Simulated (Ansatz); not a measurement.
Ansatz (a program for electronic structure) input:
A basis named .json is the Basis Set Exchange file of that set.

Ansatz 0.2 input:
```yaml
crystal:
  periodic: [false, false, false]
  atoms:
    - {symbol: Si, position_ang: [0.01134449, -0.17548464, 0.58537902]}
    - {symbol: O, position_ang: [-0.48240654, 1.47068926, 0.30794980]}
    - {symbol: O, position_ang: [-1.01471433, -1.06449393, -0.49276782]}
    - {symbol: O, position_ang: [1.36862085, -0.22478769, -0.55385831]}
    - {symbol: H, position_ang: [-0.54711241, 1.63998159, -0.64382414]}
    - {symbol: H, position_ang: [-0.63218849, -1.02385784, -1.38064888]}
    - {symbol: H, position_ang: [2.04847813, 0.38940002, -0.26142261]}
basis:
  gaussian:
    orbitals: aug-cc-pV_D+d_Z.json
total_charge: -1
magnetization: {spin_polarized: false}
correlation: {method: ccsd_t, electrons: outside_noble_gas}
output: {forces: true}
```

### Question
What final total energy does it print?

### Answer
-516.19945 Eh (CCSD(T)/aug-cc-pV(D+d)Z). The basis has 128 functions.

It need not be the lowest isomer of its formula. Whether it binds its extra electron was not tested at this geometry.
